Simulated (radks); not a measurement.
Q: The mean radii <r> (bohr) of the occupied orbitals of an atom or ion are listed with their occupations. All-electron calculation, non-relativistic Kohn-Sham, PBE, spin-polarised, spherical densities, point nucleus. Program: a radial shooting solver on a logarithmic mesh with Libxc functionals.

orbital  occ.     <r>
1s up       1  0.1040
1s down     1  0.1040
2s up       1  0.5194
2s down     1  0.5187
2p up       3  0.4821
2p down     3  0.4811
3s up       1   1.597

Name the element and its charge. Open shells, if any, are filled with parallel spins first.

A: Z = 15, phosphorus, charge +4: P4+ in [Ne] 3s1. The 1s radius gives Z: for a bare nucleus <r> = 1.5/Z, 0.1 bohr for Z = 15, and screening makes it slightly larger (0.1040 here). The occupations add up to 11, and the charge is Z minus that.
